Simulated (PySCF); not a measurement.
B₃H₅N₃, SMILES B1[N]BNBN1, multiplicity 2. The structure is a stationary point at PBE0-D3(BJ)/def2-SVP. The isomer is the one that the SMILES or the coordinates give; other isomers of the formula were not compared.

Computed equilibrium geometry at PBE0-D3(BJ)/def2-SVP (PySCF confirms it by a frequency run) as a Z-matrix, and its point group:
point group C2v.
```
B
N 1 1.4300
H 2 1.0126 1 118.80
N 1 1.4300 2 118.58 3 180.00
H 4 1.0126 1 118.80 2 180.00
B 2 1.4395 3 118.35 1 180.00
N 6 1.3998 2 111.40 3 180.00
B 7 1.3998 6 132.91 2 0.00
H 6 1.2065 7 125.21 8 180.00
H 8 1.2065 7 125.21 6 180.00
H 1 1.2091 2 120.71 3 0.00
```
Charge 0, spin multiplicity 2.
